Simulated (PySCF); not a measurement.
C5H9F3.
Cartesian coordinates in Å at the GFN2-xTB level; atoms count from 1:
```
atom  x, y, z in Å
C1     0.263   -0.609   -1.403
C2    -0.024    0.010   -0.034
C3    -0.414    1.484   -0.165
C4    -1.148   -0.775    0.652
F5    -1.428   -0.245    1.887
C6     1.229   -0.089    0.851
F7     1.644   -1.375    0.968
F8     2.267    0.588    0.305
H9    -0.619   -0.549   -2.035
H10    0.549   -1.653   -1.298
H11    1.077   -0.074   -1.886
H12    0.409    2.056   -0.585
H13   -1.276    1.581   -0.819
H14   -0.667    1.898    0.808
H15   -0.864   -1.820    0.812
H16   -2.070   -0.720    0.067
H17    1.065    0.305    1.865
```

A PySCF run (density fitting, gas phase, GFN2-xTB geometry) gave HOMO -8.73 eV, LUMO 2.71 eV, dipole 1.80 D.

Problem. Which of these levels was it?
A. BHandHLYP/def2-SVPD
B. B97-2/pcSseg-1
C. PBE0/6-31G*
D. PBE0/def2-SVPD
E. PBE0/pcSseg-1

Solution. C. It is PBE0/6-31G*. All candidates on this geometry:

```csv
level and settings,kind,basis functions,SCF cycles,E (Eh),HOMO (eV),LUMO (eV),dipole (D)
PBE0/def2-SVPD,global hybrid,241,12,-494.6285,-9.22,0.63,2.12
B97-2/pcSseg-1,global hybrid,181,12,-495.2805,-8.84,1.44,2.05
PBE0/pcSseg-1,global hybrid,181,12,-494.9202,-9.10,1.40,2.04
"PBE0/6-31G*, energy threshold 1e-06 Eh",global hybrid,130,7,-494.9502,-8.73,2.71,1.80
BHandHLYP/def2-SVPD,global hybrid,241,12,-494.9067,-10.81,1.08,2.25
```

The nearest other candidate, by the summed differences of HOMO and LUMO, is B97-2/pcSseg-1: its HOMO differs by -0.11 eV and its LUMO by -1.27 eV. Cycle counts include a coarse-grid stage where the run had one. All basis functions are spherical, in the Pople sets too.
